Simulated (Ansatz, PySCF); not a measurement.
C3H5ClOSi, SMILES C=C=C(Cl)[SiH2]O.

Geometry optimised at B3LYP-D3(BJ)/def2-SVP. The structure was generated by enumeration, and PubChem lists no compound with its InChIKey, so it may never have been made. The values are those of a single conformer.

Vertical ionisation energy (IE) and electron affinity (EA) in eV. Rows of orbital energies are one-electron estimates. Where ΔSCF, EOM or ADC give a negative EA the extra electron is unbound and the value depends on the basis.

| level | IE | EA |
|---|---|---|
| −ε(HOMO), −ε(LUMO), HF/def2-TZVP (PySCF) | 10.19 | -2.65 |
| −ε(HOMO), −ε(LUMO), PBE/def2-TZVP (PySCF) | 6.35 | 2.12 |
| ΔSCF, CAM-B3LYP/def2-SVPD (Ansatz), final states of multiplicity 2 and 2 | 9.67 | -0.52 |
| ΔSCF, PBE/def2-SVPD (Ansatz), final states of multiplicity 2 and 2 | 9.26 | -0.24 |

Task: What vertical singlet–triplet gap does ΔSCF give with CAM-B3LYP/def2-SVPD (Ansatz, a quantum-chemistry and plane-wave program) and with PBE/def2-SVPD (Ansatz)? (Estimate from the structure and the level; the computed values follow.)

Result: 4.25 and 4.03 eV (triplet above singlet where positive).
